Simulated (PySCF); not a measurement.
H$_{3}$HfO$_{3}$, charge +2, quartet (typed; the unrestricted solution is spin-contaminated), at the geometry of the source list (the multiplicity is a formal guess) (core potentials on Hf); DF-HF/def2-TZVP run with PySCF.

Input for PySCF:
```python
from pyscf import gto, scf

mol = gto.Mole()
mol.atom = '''
    Hf    0.06950000   -0.09380000    0.10170000
    O     1.58570000   -0.12080000   -0.95190000
    H     2.48530000   -0.43640000   -1.10610000
    O    -0.39430000   -0.92940000    1.68410000
    H    -1.19450000   -0.91180000    2.22730000
    O    -1.28610000    0.98250000   -0.57020000
    H    -1.26560000    1.50980000   -1.38500000
'''
mol.basis = 'def2-tzvp'
mol.ecp = {'Hf': 'def2-tzvp'}
mol.charge = 2
mol.spin = 3
mol.verbose = 4
mol.build()

mf = scf.UHF(mol)
mf = mf.density_fit(auxbasis='def2-universal-jkfit')
mf.kernel()
```

The log (banner, timings and long lists left out):

```
PySCF version 2.14.0

[INPUT] verbose = 4
[INPUT] num. atoms = 7
[INPUT] num. electrons = 37
[INPUT] charge = 2
[INPUT] spin (= nelec alpha-beta = 2S) = 3
[INPUT] symmetry False subgroup None
[INPUT] Mole.unit = angstrom
[INPUT] Symbol           X                Y                Z      unit          X                Y                Z       unit  Magmom
[...]
nuclear repulsion = 141.605369595097
number of shells = 59
number of NR pGTOs = 224
number of NR cGTOs = 151
basis = def2-tzvp
ecp = {'Hf': 'def2-tzvp'}

******** <class 'pyscf.df.df_jk.DFUHF'> ********
method = DFUHF
initial guess = minao
damping factor = 0
level_shift factor = 0
DIIS = <class 'pyscf.scf.diis.CDIIS'>
diis_start_cycle = 1
diis_space = 8
diis_damp = 0
SCF conv_tol = 1e-09
SCF conv_tol_grad = None
SCF max_cycles = 50
direct_scf = False
number electrons alpha = 20  beta = 17
Set gradient conv threshold to 3.16228e-05
******** <class 'pyscf.df.df.DF'> ********
auxbasis = def2-universal-jkfit
init E= -254.436626912471

cycle= 1 E= -272.79343682851  delta_E= -18.4  |g|= 0.666  |ddm|= 5.37

cycle= 2 E= -272.897105137154  delta_E= -0.104  |g|= 0.465  |ddm|= 0.654

cycle= 3 E= -273.017021892022  delta_E= -0.12  |g|= 0.222  |ddm|= 0.34
cycle= 4 E= -273.0665747438  delta_E= -0.0496  |g|= 0.0917  |ddm|= 0.198
cycle= 5 E= -273.083209950893  delta_E= -0.0166  |g|= 0.0767  |ddm|= 0.172
cycle= 6 E= -273.087566901426  delta_E= -0.00436  |g|= 0.0281  |ddm|= 0.0772
cycle= 7 E= -273.090026079151  delta_E= -0.00246  |g|= 0.035  |ddm|= 0.0536
cycle= 8 E= -273.091109052855  delta_E= -0.00108  |g|= 0.0388  |ddm|= 0.0178
cycle= 9 E= -273.08761563667  delta_E= 0.00349  |g|= 0.0156  |ddm|= 0.0784
cycle= 10 E= -273.087147728402  delta_E= 0.000468  |g|= 0.00453  |ddm|= 0.0492
cycle= 11 E= -273.087156416691  delta_E= -8.69e-06  |g|= 0.00189  |ddm|= 0.00763
cycle= 12 E= -273.087162182814  delta_E= -5.77e-06  |g|= 0.00108  |ddm|= 0.00413
cycle= 13 E= -273.08716513544  delta_E= -2.95e-06  |g|= 0.000571  |ddm|= 0.00293
cycle= 14 E= -273.087166291787  delta_E= -1.16e-06  |g|= 0.000304  |ddm|= 0.00162
cycle= 15 E= -273.087166668707  delta_E= -3.77e-07  |g|= 0.000188  |ddm|= 0.000778
cycle= 16 E= -273.087166815959  delta_E= -1.47e-07  |g|= 0.000152  |ddm|= 0.000434
cycle= 17 E= -273.087166910396  delta_E= -9.44e-08  |g|= 0.00014  |ddm|= 0.000313
cycle= 18 E= -273.0871669892  delta_E= -7.88e-08  |g|= 0.000137  |ddm|= 0.000242
cycle= 19 E= -273.087167064914  delta_E= -7.57e-08  |g|= 0.000136  |ddm|= 0.000228
[...]
cycle= 22 E= -273.087168108768  delta_E= -4.29e-07  |g|= 0.000128  |ddm|= 0.00139
cycle= 23 E= -273.087168349925  delta_E= -2.41e-07  |g|= 0.000127  |ddm|= 0.000788
cycle= 24 E= -273.087168450195  delta_E= -1e-07  |g|= 0.000127  |ddm|= 0.00032
cycle= 25 E= -273.087168435003  delta_E= 1.52e-08  |g|= 0.000127  |ddm|= 4.75e-05
cycle= 26 E= -273.087168312967  delta_E= 1.22e-07  |g|= 0.000127  |ddm|= 0.000383
cycle= 27 E= -273.087168016753  delta_E= 2.96e-07  |g|= 0.000126  |ddm|= 0.000967
cycle= 28 E= -273.087167754127  delta_E= 2.63e-07  |g|= 0.000127  |ddm|= 0.000926
cycle= 29 E= -273.087167723196  delta_E= 3.09e-08  |g|= 0.000129  |ddm|= 0.000127
cycle= 30 E= -273.087167992108  delta_E= -2.69e-07  |g|= 0.000124  |ddm|= 0.000951
cycle= 31 E= -273.087167938086  delta_E= 5.4e-08  |g|= 0.000125  |ddm|= 0.000244
cycle= 32 E= -273.08716793222  delta_E= 5.87e-09  |g|= 0.000126  |ddm|= 3.6e-05
cycle= 33 E= -273.087167763934  delta_E= 1.68e-07  |g|= 0.000126  |ddm|= 0.00056
cycle= 34 E= -273.087167617845  delta_E= 1.46e-07  |g|= 0.000127  |ddm|= 0.000486
cycle= 35 E= -273.087167320015  delta_E= 2.98e-07  |g|= 0.000124  |ddm|= 0.001
cycle= 36 E= -273.087166614287  delta_E= 7.06e-07  |g|= 0.000117  |ddm|= 0.00255
cycle= 37 E= -273.087165819039  delta_E= 7.95e-07  |g|= 0.000109  |ddm|= 0.00321
cycle= 38 E= -273.087164874802  delta_E= 9.44e-07  |g|= 0.000101  |ddm|= 0.0043
cycle= 39 E= -273.087164454221  delta_E= 4.21e-07  |g|= 9.65e-05  |ddm|= 0.00213
cycle= 40 E= -273.087164000118  delta_E= 4.54e-07  |g|= 9.42e-05  |ddm|= 0.00265
cycle= 41 E= -273.087163917999  delta_E= 8.21e-08  |g|= 9.2e-05  |ddm|= 0.00101
cycle= 42 E= -273.087163982552  delta_E= -6.46e-08  |g|= 9.12e-05  |ddm|= 0.000324
cycle= 43 E= -273.087163968415  delta_E= 1.41e-08  |g|= 9.35e-05  |ddm|= 0.000641
cycle= 44 E= -273.087164274532  delta_E= -3.06e-07  |g|= 9.22e-05  |ddm|= 0.00158
cycle= 45 E= -273.087164274097  delta_E= 4.35e-10  |g|= 9.22e-05  |ddm|= 2.68e-05
cycle= 46 E= -273.087164217116  delta_E= 5.7e-08  |g|= 9.22e-05  |ddm|= 0.000333
cycle= 47 E= -273.087164343587  delta_E= -1.26e-07  |g|= 9.17e-05  |ddm|= 0.000903
cycle= 48 E= -273.08716404505  delta_E= 2.99e-07  |g|= 8.92e-05  |ddm|= 0.00194
cycle= 49 E= -273.087163926405  delta_E= 1.19e-07  |g|= 9.09e-05  |ddm|= 0.00152
cycle= 50 E= -273.087163803485  delta_E= 1.23e-07  |g|= 9.42e-05  |ddm|= 0.00187
SCF not converged.
SCF energy = -273.087163803485 after 50 cycles  <S^2> = 3.8904742  2S+1 = 4.0696311
```

Convergence was not reached.
